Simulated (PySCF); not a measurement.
# Simulated characterisation data

PySCF 2.14 calculation with GFN2-xTB geometry, spin–spin couplings from B3LYP/pcJ-1 (spin–dipole term left out of most H,H and C,H couplings) and NMR shieldings at PBE0/pcSseg-1/GIAO; gas phase, relativity neglected, single conformer, rapidly exchanging positions averaged.

Shifts are taken against calculated references (same method and geometry level): 1H (σref 31.72) and 13C (σref 186.93) against TMS. Multiplet labels drop J under 1 Hz and among equivalent protons, and merge close values. Unscaled 3J(H,H) run several per cent high. Vicinal couplings that depend on rotamer populations or ring flexing (ring, CH–CH, X–H and H–F types) are those of the one conformer. One-bond C–F couplings are unscaled and too large by tens of Hz. Shifts are as computed. Against solution values, carbons near 30 ppm lie about +3 ppm off and those near 130 ppm about +5 ppm. Of 1211 compounds with measured shifts, 218 miss one by over three times the rms of a fit or turn the order of signals round; such compounds aren't used in these exercises.

Compound 1 (C4H3F3). 1H NMR (400 MHz, computed): δ 6.50 (m, 1H), 5.93 (dtd, J = 18.6, 2.4, 1.0 Hz, 1H), 5.67 (dt, J = 12.9, 2.9 Hz, 1H). 13C{1H} NMR (computed): δ 167.8 (ddd, J = 385.2, 371.3, 46.8 Hz), 138.5 (ddd, J = 303.5, 45.7, 16.2 Hz), 129.7 (ddd, J = 17.1, 7.3, 5.3 Hz), 121.3 (d, J = 2.4 Hz). Structure: 1,1,2-trifluorobuta-1,3-diene (C=CC(F)=C(F)F).

Compound 2 (C5H7FO2). 1H NMR (400 MHz, computed): δ 3.61 (s, 3H), 3.45 (ddd, J = 8.0, 5.2, 2.0 Hz, 1H), 1.76 (m, 1H), 1.58 (ddd, J = 10.8, 7.2, 5.2 Hz, 1H), 1.44 (dt, J = 8.0, 6.9 Hz, 1H). 13C{1H} NMR (computed): δ 173.5 (d, J = 404.7 Hz), 70.9 (d, J = 3.4 Hz), 61.3, 20.4 (d, J = 2.1 Hz), 20.4 (d, J = 77.4 Hz). Structure: SMILES CO[C@@H]1C[C@H]1C(=O)F.
